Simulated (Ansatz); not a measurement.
The cluster Mg₃Al₃⁺, relaxed as a singlet with RKS PBE0-D4/def2-SVP in Ansatz, starting from the GFN1-xTB geometry. Force threshold 0.02 eV/Å.

The restricted singlet is unstable towards broken spin symmetry in Hartree–Fock (as tested in another run); at PBE0-D4/def2-SVP this wasn't settled. Another isomer (singlet) lies 0.33 eV lower at PBE0-D4/def2-TZVP; other spin states weren't run for this one.

Start:

| atom | x (Å) | y (Å) | z (Å) |
| --- | --- | --- | --- |
| Al1 | 1.591 | 1.828 | -0.129 |
| Al2 | -0.202 | -0.015 | -0.187 |
| Al3 | 1.758 | -0.210 | 1.518 |
| Mg4 | -2.469 | -1.588 | -0.763 |
| Mg5 | -0.253 | -2.239 | 1.559 |
| Mg6 | -0.424 | 2.223 | -1.997 |

Problem. Estimate the energy that the relaxation releases and the steps that it takes.

Solution. 16.1 kJ/mol, in 6 steps; 22 s on 4 threads of Intel Xeon on a shared host. No frequencies were taken in this run, so the end may be a saddle point.

Problem. Does the start keep its bonding?

Solution. Bonds lost: Mg4–Mg5 (atoms count from 1).

Problem. Predict the relaxed structure.

Solution. 
```tsv
atom	x (Å)	y (Å)	z (Å)
Al1	1.5594	1.7921	-0.1321
Al2	-0.2182	-0.1174	-0.1091
Al3	1.7954	-0.1655	1.5511
Mg4	-2.4689	-1.1939	-1.0330
Mg5	-0.0821	-2.2238	1.6333
Mg6	-0.5857	1.9085	-1.9101
```
Bond lengths (bridged metal pairs left out): 5 × Al–Mg 2.66 to 2.79 Å; 3 × Al–Al 2.59 to 2.61 Å.
